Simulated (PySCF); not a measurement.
Gas-phase reaction: 3 HBNH + 3 Cl2 ⇌ B3N3Cl3H3 + 3 HCl

Method: PySCF energies plus ideal-gas RRHO corrections (1 bar). † marks an energy on the PBE0/def2-TZVP geometry and frequencies; other levels use their own. MP2 and CCSD(T) freeze the core. 6-31G* has spherical d functions here. All species are closed-shell singlets. HBNH: computed as isolated molecules; such fragments, hydroxides, amides, oligomers or adducts are transient or little studied in the gas. MP2 isn't extrapolated to the basis-set limit; its ΔH°(298 K) is -1568.7 kJ in def2-SVP and -1484.1 kJ in def2-TZVPP. CCSD(T) isn't extrapolated to the basis-set limit. The harmonic model lacks anharmonicity and excited electronic states, which grow with temperature; levels with a mode under 35 cm⁻¹ are left out. Soft modes under 120 cm⁻¹ make the harmonic entropy rough for B3N3Cl3H3.

```tsv
level	ΔE electronic, kJ	ΔH°(298 K), kJ	ΔS°(298 K), J/K	ΔG°(800 K), kJ
CCSD(T)/def2-SVP†	-1540	-1518	-356	-1231
HF/6-31G*	-1553	-1532	-353	-1249
HF/def2-TZVP†	-1482	-1460	-356	-1173
MP2/def2-TZVPP†	-1506	-1484	-356	-1197
PBE/def2-SVP	-1496	-1474	-356	-1188
PBE/def2-TZVP†	-1386	-1363	-356	-1077
PBE0/def2-SVP†	-1591	-1569	-356	-1282
r2SCAN/def2-TZVP†	-1478	-1455	-356	-1168
ωB97M-V/def2-TZVP†	-1449	-1426	-356	-1140
ωB97X-V/def2-TZVP†	-1473	-1450	-356	-1163
```
ΔH° is lowest at PBE0/def2-SVP† and highest at PBE/def2-TZVP†. No reference value is set beside these.
